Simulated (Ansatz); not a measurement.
Reaction (atomization): `[SH][Zn][Cl]` → Cl• + H• + S• + Zn (atom)

Gas-phase electronic energies from Ansatz, PBE0-D4/def2-TZVP geometries. CBS: MP2 limit from def2 TZ/QZ plus the TZ coupled-cluster correction, frozen cores. This one scheme is used for every species, atoms too. Functionals use def2-TZVPP. HSE06 is defined as in plane-wave codes. Open shells (•) are unrestricted, without spin–orbit coupling. Spin–orbit coupling would lower the free atoms: a little for Cl, S. For Zn outer-core shells are correlated without core-valence functions, so the limit isn't a true one: a few kJ/mol of doubt a bond, and 10 to 20 or more in all where bonds break to atoms. Scalar relativity is left out up to krypton. Each species was taken in one conformer, which may not be the lowest.

```json
{"level": "r2SCANh", "ΔE (kcal/mol)": "226.7"}
{"level": "HSE06", "ΔE (kcal/mol)": "222.5"}
```

(1) What does CCSD(T)/CBS give? (Estimate.)

Largest T1 diagnostic among the species: 0.017.

## Answers

(1) The calculation gave: +225.2 kcal/mol. The listed levels differ from it by 1.5, -2.7 kcal/mol.

From r2SCAN to r2SCAN0 (25 % exact exchange), in def2-TZVPP and without D4, ΔE moves by −3.9 kcal/mol: exact exchange takes away binding that semilocal exchange gives to molecules. At CCSD(T), def2-SVP lies −27.1 kcal/mol from the extrapolated value and def2-TZVPP −10.9 kcal/mol: correlation converges slowly with the basis, and small sets miss more of it in the bonded molecule than in its fragments. The D4 term adds +3.1 kcal/mol with B3LYP and +1.6 kcal/mol with PBE0; it sums over pairs of atoms, weighted by their polarisabilities, and B3LYP, whose exchange is more repulsive, gets the larger term.

B3LYP here is the variant with VWN-RPA as its local correlation; programs differ in this.

For atomizations the MP2-based limit and the directly extrapolated one differ by several kJ/mol either way, and by 10 to 25 for some Ge, Se and Sn compounds, so smaller differences from it don't rank the levels.
